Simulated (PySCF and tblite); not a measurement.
Values are calculated unless marked as measured or tabulated.
System: C8H11 (charge +1), numbered as in [CH2:1]=[CH:2][C+:3]1[CH2:4][CH:5]=[C:6]([CH3:7])[CH2:8]1.

For the rotation about the C2–C3 bond (torsion C1–C2–C3–C4 from -180° to 1°, rising): electronic barrier 14.98 kcal/mol, zero-point change -0.95 kcal/mol, thermal and entropy terms at 200 K a further 0.15 kcal/mol (symmetry numbers apart). The minimum is Cs, the saddle C1. Level: PBE0/pcSseg-1 + D3(BJ) on GFN2-xTB stationary points, with GFN2-xTB thermal terms. Rates follow Eyring's equation with the number of equivalent paths and no tunnelling. Programs: tblite and PySCF.

Q: How many equivalent paths lead out of the minimum?

A: 2: the symmetry number of the minimum is 1, that of the saddle displaced along its mode 1, and the displaced saddle is chiral while the minimum is not, which doubles the count.

Q: Work out the rate at 200 K.

A: ΔG‡ = 14.18 kcal/mol; k_B T/h = 4.2×10¹² s⁻¹; exp(−ΔG‡/RT) = 3.2×10⁻¹⁶; times 2 gives k = 0.0027 s⁻¹. Wigner's tunnelling factor for the 210i cm⁻¹ mode would be 1.10.

The ion is treated without a counter-ion.
